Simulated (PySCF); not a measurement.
## Quadrupolar nuclei of `C=CCOC(=O)[SiH2]S[SiH3]` in NMR

C4H10O2SSi2.
Z-matrix (Å and degrees, GFN2-xTB geometry), rows numbered from 1:
```
C 
C   1  1.3183
C   2  1.4994  1  125.35
O   3  1.4300  2  113.10  1    -0.09
C   4  1.3229  3  118.39  2    90.46
O   5  1.2141  4  123.90  3     2.44
Si  5  1.9109  4  111.15  3  -178.07
S   7  2.1054  5  105.54  4  -171.44
Si  8  2.1999  7  107.85  5    -7.89
H   1  1.0775  2  121.97  3     0.39
H   1  1.0755  2  121.62  3  -179.64
H   2  1.0812  1  121.35  3   179.76
H   3  1.0976  2  109.43  1   121.53
H   3  1.0945  2  110.26  1  -118.26
H   7  1.4549  5  107.80  4   -52.21
H   7  1.4591  5  107.04  4    68.89
H   9  1.4507  8  108.95  7    72.17
H   9  1.4630  8   96.71  7  -175.33
H   9  1.4504  8  109.12  7   -62.54
```

Computed at PBE0/pcSseg-1 (PySCF, non-relativistic):

```csv
atom,environment,nucleus,spin I,Q (b),CQ = χzz (MHz),η
O4,oxygen singly bound to a carbonyl carbon,17O,5/2,-0.0256,-9.998,0.254
O6,carbonyl oxygen,17O,5/2,-0.0256,8.737,0.167
S8,sulfur bonded to 2 Si,33S,3/2,-0.0678,25.881,0.840
```

**Question.** Recover the principal values of the field gradient from CQ = 234.96 MHz × Q × Vzz, η = (Vxx − Vyy)/Vzz and a zero trace.

**Answer.** The tensor is traceless, so η fixes the two smaller values:

| atom | Vxx (au) | Vyy (au) | Vzz (au) | Vzz (10²¹ V/m²) |
| --- | --- | --- | --- | --- |
| O4 | -0.620 | -1.042 | 1.662 | 16.15 |
| O6 | 0.605 | 0.847 | -1.453 | -14.11 |
| S8 | 0.130 | 1.495 | -1.625 | -15.79 |

**Question.** At 7.05 T, set νQ = 3|CQ|/[2I(2I − 1)] beside the Larmor frequency (|g| × 7.62259 MHz/T × B; g(17O) = −0.75752, g(33S) = 0.42921), and give PQ = |CQ|√(1 + η²/3).

**Answer.** 
```
atom  PQ (MHz)  νQ (MHz)  ν0 (MHz)  νQ/ν0
  O4     10.10     1.500     40.71  0.037
  O6     8.777     1.311     40.71  0.032
  S8     28.77     12.94     23.07  0.561
```

For O4: PQ = 9.998 × 1.0107, νQ = 9.998 × 0.1500, ν0 = 5.7742 MHz/T × 7.05 T.

For S8 νQ isn't small against ν0, so the high-field expansions of solid-state NMR fail there at this field.

**Question.** Second-order quadrupolar shift of the central transition's centre of gravity (half-integer spins, νQ < ν0/10) at 7.05 and 14.1 T.

**Answer.** From −(3/40)(PQ/ν0)²[I(I + 1) − 3/4]/[I(2I − 1)]², which goes as 1/B² (ppm):

```csv
site,7.05 T,14.1 T
17O at O4,-370,-92.4
17O at O6,-279,-69.7
```

**Question.** In the extreme-narrowing limit, with isotropic tumbling and one correlation time, the quadrupolar linewidth goes as PQ². What relative widths follow for the 17O sites?

**Answer.** O4 1, O6 0.75, with O4 as 1.

One conformer (not necessarily the lowest) at the GFN2-xTB geometry, without solvent, vibrations or thermal averaging. GFN2-xTB bond lengths can be off by several hundredths of an ångström, more for odd bonds, and the gradients follow them. The basis is small and wasn't made for field gradients, so the couplings can be 20 % off.
